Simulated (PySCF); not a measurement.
Species: o-xylene, C8H10.
Geometry (PBE0-D3(BJ)/def2-SVP, Å), atoms numbered from 1 in this order:
```
atom  x, y, z in Å
C1    -1.0050   -1.9670   -0.1247
C2    -0.0245   -0.8330   -0.0591
C3     1.3454   -1.0845    0.0586
C4     2.2738   -0.0470    0.1203
C5     1.8329    1.2717    0.0648
C6     0.4695    1.5355   -0.0523
C7    -0.4714    0.5038   -0.1155
C8    -1.9343    0.8128   -0.2426
H9    -1.5868   -1.9464   -1.0609
H10   -0.4959   -2.9389   -0.0670
H11   -1.7359   -1.9199    0.6992
H12    1.6901   -2.1216    0.1025
H13    3.3392   -0.2713    0.2121
H14    2.5474    2.0970    0.1122
H15    0.1215    2.5715   -0.0964
H16   -2.3627    0.3758   -1.1596
H17   -2.1129    1.8964   -0.2717
H18   -2.5111    0.3987    0.6007
```

Probes without a nucleus sit at each ring's centroid and 1 Å off its mean plane on both sides; NICS is minus the shielding there, NICSzz its component along the normal. Level: GIAO PBE0/pcSseg-1 (PySCF, non-relativistic, gas phase) on the PBE0-D3(BJ)/def2-SVP geometry, one conformer.

Ring bond lengths (Å), with Mayer bond orders in brackets: C2–C3 1.398 (1.45), C3–C4 1.394 (1.43), C4–C5 1.392 (1.43), C5–C6 1.394 (1.43), C6–C7 1.398 (1.45), C7–C2 1.411 (1.35).

Question: What do the NICS probes read (ppm)?

Answer: 
| ring | type | NICS(0) | NICS(1), two faces | NICS(1)zz, two faces | rms pucker (Å) | centre to ring atoms, mean (Å) |
| --- | --- | --- | --- | --- | --- | --- |
| C2–C3–C4–C5–C6–C7 | 6-membered carbocycle; formal bonds all aromatic | -8.7 | -11.4 / -11.4 | -28.2 / -28.2 | 0.00 | 1.40 |

Question: What can be read from them?

Answer: 
- C2–C3–C4–C5–C6–C7: mean NICS(1)zz -28.2 ppm, shielded. The ring is flat and has no four-coordinate atom; by the NICS criterion it is aromatic.

Question: What does the geometric index give? Use HOMA with the parameters of Krygowski (1993).

Answer: 
- C2–C3–C4–C5–C6–C7: HOMA 0.97 = 1 − EN − GEO, with mean bond length 1.397 Å, EN = α(Ropt − mean)² = 0.023 and GEO = α × variance = 0.010. The geometric and the magnetic index point the same way.

Question: At the second NICS(1) probe listed for ring C2–C3–C4–C5–C6–C7, 1 Å off the ring, what do the in-plane components average?

Answer: The isotropic value is a third of the trace: (3 × -11.4 − (-28.2))/2 = -3.0 ppm.

Question: What are the shieldings of the ring atoms and their hydrogens in the same run (means over atoms taken as equivalent)?

Answer: 
| atoms | environment | σ isotropic (ppm) | principal values of the symmetric part, first atom (ppm) |
| --- | --- | --- | --- |
| C2 (×2) | substituted aromatic carbon | 42.8 | -60.2, 17.1, 171.6 |
| C3 (×2) | aromatic CH carbon | 49.7 | -55.5, 49.1, 155.5 |
| C4 (×2) | aromatic CH carbon | 52.8 | -56.9, 42.0, 173.4 |
| H12 (×2) | aromatic hydrogen | 24.03 | 20.3, 23.6, 28.2 |
| H13 (×2) | aromatic hydrogen | 24.04 | 20.7, 24.8, 26.6 |

Question: How do the values depend on the level or the medium?

Answer: 
| level | NICS(0), C2–C3–C4–C5–C6–C7 | mean NICS(1)zz, C2–C3–C4–C5–C6–C7 |
| --- | --- | --- |
| PBE0/pcSseg-1, gas | -8.7 | -28.2 |
| WP04/pcSseg-1, gas | -9.0 | -27.3 |
| PBE0/pcSseg-1, IEF-PCM chloroform | -8.6 | -28.2 |
| PBE0/pcSseg-1, IEF-PCM dichloromethane | -8.5 | -28.2 |

The geometry is the same throughout; the continuum's cavity takes Bondi-type radii × 1.2.

The run took 43 s wall on one thread of an Arm Neoverse V1, no GPU, on a shared host. This is the whole shielding run at PBE0/pcSseg-1, SCF included.
